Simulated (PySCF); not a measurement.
## BeCl⁺: from constants to spectrum

RHF-CCSD(T) constants of BeCl⁺, ¹Σ⁺ (singlet), closed shell (basis Be aug-pcseg-1, Cl aug-pcseg-1; no relativity; PySCF 2.14; masses 9.0122 and 34.9689 u):

* ωe: 968.3 cm⁻¹
* ωexe: 5.48 cm⁻¹
* Be: 0.76889 cm⁻¹
* αe: 0.00646 cm⁻¹
* D (centrifugal): 1.94e-06 cm⁻¹
* De to Be⁺ + Cl: 3.89 eV

(1) Give the band origin of the fundamental and the first lines of its P and R branches.

(2) Near which J would the R branch turn back, without centrifugal distortion?

Correlated steps freeze 5 core orbitals. Correlated levels converge slowly with the basis: in double zeta they bind strong bonds too weakly, by up to about 1 eV, and carry superposition errors of some tenths. For an ion De counts to the pair picked by the measured ionisation energies or electron affinities, which need not be the lowest pair at this level. Where the molecule has an RHF reference, its open-shell atoms are computed with UHF.

## Answers

(1) ν0 = ωe − 2ωexe = 957.3 cm⁻¹, B0 = 0.76566, B1 = 0.75920 cm⁻¹.

```
J″  P(J″) − ν0  R(J″) − ν0
 0                   1.518
 1      -1.531       3.024
 2      -3.075       4.516
 3      -4.633       5.996
 4      -6.202       7.462
 5      -7.785       8.915
 6      -9.380      10.355
```

(2) At J ≈ (B0 + B1)/(2(B0 − B1)) − 1 ≈ 120.
